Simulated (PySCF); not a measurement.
C5H8BF.
SMILES: `FB/C=C/CC=C`

Torsions of this conformer, `[CH2:1]=[CH:2][CH2:3]/[CH:4]=[CH:5]/[BH:6][F:7]`: C1–C2–C3–C4 118°, C2–C3–C4–C5 113°, C4–C5–B6–F7 179°.

The closed-shell ground state was solved at several levels (PySCF, density fitting, gas phase, non-relativistic). One conformer (not necessarily the lowest) at the GFN2-xTB geometry, without solvent, vibrations or thermal averaging.

```csv
level,basis functions,total energy (Eh),HOMO (eV),LUMO (eV),gap (eV),dipole (D)
PBE0/pcSseg-1,159,-319.6421,-7.77,-1.54,6.23,2.28
B3LYP/pcJ-1,269,-320.0780,-7.51,-1.72,5.79,2.28
```

Task: What might PBE0/def2-SVPD (207 basis functions) give for the same quantities?

Result: Total energy -319.4557 Eh, HOMO -7.79 eV, LUMO -1.58 eV, gap 6.21 eV, dipole 2.36 D.

Task: Over all these levels, which gives the widest orbital gap and which the narrowest?

Result: PBE0/pcSseg-1 (global hybrid, 25 % exact exchange) has the widest, 6.23 eV, and B3LYP/pcJ-1 (global hybrid, 20 % exact exchange) the narrowest, 5.79 eV. Functional and basis both differ between the two, so the spread mixes both effects.

Task: How far do the dipole and the HOMO energy spread over the levels?

Result: The dipole runs from 2.28 to 2.36 D (mean 2.31 D) and the HOMO from -7.79 to -7.51 eV.
